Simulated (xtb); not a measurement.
C3H4O2Si, SMILES O=C1CC(=O)[SiH2]1. All values are semi-empirical tight-binding results from xtb (GFN2-xTB unless named), good for trends rather than for accurate numbers. Geometry: GFN2-xTB. The structure was generated by enumeration, and PubChem lists no compound with its InChIKey, so it may never have been made.

| Quantity | Result |
|---|---|
| point group as xtb finds it | C2v |
| orbital gap | 2.13 eV |
| dipole moment | 1.44 D |
| zero-point energy | 36.8 kcal/mol |
| G − E(el) at 298.15 K (modified RRHO) | 18.1 kcal/mol |
| static polarisability (D4 model) | 64.7 bohr³ |
| solvation energy, GFN2-xTB/ALPB(water) | -2.4 kcal/mol |
| solvation energy, GFN2-xTB/ALPB(octanol) | -4.5 kcal/mol |
